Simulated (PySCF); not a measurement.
# Reading the logs of faulty runs: BCGeH6O cation

These are calculations, not measurements. The program is PySCF 2.14.0, an open-source quantum chemistry code, run on an isolated molecule that a program drew, which may never have been made. The molecule is BCGeH6O cation (charge +1, singlet), drawn as the SMILES string `C[B](O)[GeH2+]`.

Each row is a Hartree-Fock (HF) and frozen-core CCSD(T) single point in the cc-pVDZ basis, meant for a local HF minimum. Run 1 is clean. Each other run has one planted mistake out of seven kinds, and not every kind appears here: one electron removed, one electron added, multiplicity raised by two, geometry at a saddle point, minimal basis STO-3G, one bond length entered in bohr, all coordinates scaled. The reference is restricted for singlets and unrestricted otherwise, and also for a bond in bohr. Adding or removing an electron swaps singlet and doublet. Electrons count all cores. HOMO and LUMO are orbital energies over both spins, the gradient is its largest component, and the lowest frequency (negative if imaginary) is given only where the gradient is small. Bond lengths are over the 9 bonds as drawn. T1 is the CCSD diagnostic: over 0.02 (restricted) or 0.045 (unrestricted) a single reference is doubtful. Germanium has the cc-pVDZ-PP basis, with a core potential (ECP10MDF) in place of its 10 inner electrons, and its 3s, 3p and 3d shells are frozen in CCSD(T).

Geometry of the clean run:
```xyz
10
BCGeH6O cation, angstrom
C    -2.3635    1.4416   -1.0694
B    -1.0472    0.7445   -0.6188
O     0.1891    0.7868   -1.0921
Ge   -0.9951   -0.5859    1.0750
H    -2.7703    2.0581   -0.2608
H    -2.2139    2.0807   -1.9425
H    -3.1287    0.6985   -1.3174
H     0.3479    1.3368   -1.8536
H    -0.6831   -0.1568    2.5020
H    -1.1936   -2.0934    0.9961
```

| run | electrons | basis functions | <S^2> | HOMO (eV) | LUMO (eV) | gradient (hartree/bohr) | lowest frequency (cm^-1) | mean bond (Å) | longest bond (Å) | T1 | HF (hartree) | CCSD(T) (hartree) | mistake |
|---|---|---|---|---|---|---|---|---|---|---|---|---|---|
| 1 | 56 | 95 | 0.000 | -16.33 | -5.30 | 2.8e-05 | 91 | 1.3684 | 2.154 | 0.0139 | -434.07977 | -434.62430 | no fault |
| 2 | 56 | 95 | 2.012 | -13.21 | -7.81 | 6.5e-02 | - | 1.3684 | 2.154 | 0.0198 | -433.96877 | -434.51150 | multiplicity raised by two |
| 3 | 57 | 95 | 0.768 | -6.76 | 2.42 | 3.5e-02 | - | 1.3684 | 2.154 | 0.0138 | -434.30050 | -434.86082 | one electron added |
| 4 | 56 | 95 | 0.805 | -16.38 | -5.87 | 1.3e-02 | - | 1.4625 | 2.154 | 0.0598 | -433.94415 | -434.48683 | one bond length entered in bohr |
| 5 | 56 | 95 | 0.000 | -15.91 | -5.31 | 7.1e-02 | - | 1.4956 | 2.355 | 0.0172 | -434.01489 | -434.57873 | all coordinates scaled |
| 6 | 55 | 95 | 0.776 | -24.06 | -14.22 | 9.0e-02 | - | 1.3684 | 2.154 | 0.0221 | -433.51813 | -434.04958 | ? |

**Which mistake was planted in run 6, and what did it cost?**

It counts 55 electrons, one fewer than the clean run, at the same geometry and basis. So the mistake is: one electron removed. Subtracting run 1 and multiplying by 627.51 kcal/mol a hartree, the energy moved by 352.4 kcal/mol in HF and 360.6 kcal/mol in CCSD(T).

Cautions from the logs. Run 4: T1 is over the limit, so its CCSD(T) energy is less reliable.
